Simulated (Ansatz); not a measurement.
`BCBCC` → 2 B• + 3 C• + 10 H•  (atomization)

Calculated with Ansatz (gas phase, PBE0-D4/def2-TZVP geometries, no zero-point term in ΔE). CCSD(T)/CBS is the MP2 limit (def2-TZVPP, def2-QZVPP) plus CCSD(T) − MP2 in def2-TZVPP, frozen cores. This one scheme is used for every species, atoms too. Functionals use def2-TZVPP. B3LYP here is the variant with VWN-RPA as its local correlation; programs differ in this. No spin–orbit coupling; open shells (•) take unrestricted orbitals. Spin–orbit coupling would lower the free atoms: a little for B, C. Each species was taken in one conformer, which may not be the lowest.

```json
{"level": "PBE-D4", "ΔE (kJ/mol)": "5786.6", "difference from CCSD(T)/CBS": "104.0"}
{"level": "r2SCAN-D4", "ΔE (kJ/mol)": "5738.0", "difference from CCSD(T)/CBS": "55.4"}
{"level": "PBE0-D4", "ΔE (kJ/mol)": "5745.7", "difference from CCSD(T)/CBS": "63.1"}
{"level": "B3LYP-D4", "ΔE (kJ/mol)": "5727.9", "difference from CCSD(T)/CBS": "45.3"}
{"level": "ωB97X-V", "ΔE (kJ/mol)": "5714.7", "difference from CCSD(T)/CBS": "32.1"}
{"level": "ωB97M-V", "ΔE (kJ/mol)": "5729.3", "difference from CCSD(T)/CBS": "46.7"}
{"level": "B2PLYP", "ΔE (kJ/mol)": "5665.9", "difference from CCSD(T)/CBS": "-16.7"}
{"level": "PBE", "ΔE (kJ/mol)": "5762.5", "difference from CCSD(T)/CBS": "79.9"}
{"level": "r2SCAN", "ΔE (kJ/mol)": "5731.7", "difference from CCSD(T)/CBS": "49.1"}
{"level": "PBE0", "ΔE (kJ/mol)": "5725.4", "difference from CCSD(T)/CBS": "42.8"}
{"level": "B3LYP", "ΔE (kJ/mol)": "5689.7", "difference from CCSD(T)/CBS": "7.1"}
{"level": "HF/def2-TZVPP", "ΔE (kJ/mol)": "4456.8", "difference from CCSD(T)/CBS": "-1225.8"}
{"level": "MP2/def2-TZVPP", "ΔE (kJ/mol)": "5625.5", "difference from CCSD(T)/CBS": "-57.1"}
{"level": "SCS-MP2/def2-TZVPP", "ΔE (kJ/mol)": "5618.7", "difference from CCSD(T)/CBS": "-63.9"}
{"level": "CCSD/def2-TZVPP", "ΔE (kJ/mol)": "5520.3", "difference from CCSD(T)/CBS": "-162.3"}
{"level": "CCSD(T)/def2-TZVPP", "ΔE (kJ/mol)": "5575.4", "difference from CCSD(T)/CBS": "-107.2"}
{"level": "HF/def2-QZVPP", "ΔE (kJ/mol)": "4460.9", "difference from CCSD(T)/CBS": "-1221.7"}
{"level": "MP2/def2-QZVPP", "ΔE (kJ/mol)": "5688.5", "difference from CCSD(T)/CBS": "5.9"}
{"level": "SCS-MP2/def2-QZVPP", "ΔE (kJ/mol)": "5689.6", "difference from CCSD(T)/CBS": "7.0"}
{"level": "HF/CBS(def2)", "ΔE (kJ/mol)": "4461.7", "difference from CCSD(T)/CBS": "-1220.9"}
{"level": "MP2/CBS(def2)", "ΔE (kJ/mol)": "5732.7", "difference from CCSD(T)/CBS": "50.1"}
{"level": "CCSD/CBS(def2)", "ΔE (kJ/mol)": "5627.5", "difference from CCSD(T)/CBS": "-55.1"}
{"level": "CCSD(T)/CBS", "ΔE (kJ/mol)": "5682.6", "difference from CCSD(T)/CBS": "0"}
```

Largest T1 diagnostic among the species: 0.014.

In def2-TZVPP, CCSD(T) changes the Hartree–Fock value by +1118.7 kJ/mol (the triples alone add +55.1 kJ/mol) and MP2 by +1168.8 kJ/mol; breaking electron pairs costs correlation energy, which Hartree–Fock lacks. The D4 term adds +38.3 kJ/mol with B3LYP and +20.3 kJ/mol with PBE0; it sums over pairs of atoms, weighted by their polarisabilities, and B3LYP, whose exchange is more repulsive, gets the larger term. From PBE to PBE0 (25 % exact exchange), in def2-TZVPP and without D4, ΔE moves by −37.0 kJ/mol: exact exchange takes away binding that semilocal exchange gives to molecules.

For atomizations the MP2-based limit and the directly extrapolated one differ by several kJ/mol either way, and by 10 to 25 for some Ge, Se and Sn compounds, so smaller differences from it don't rank the levels.
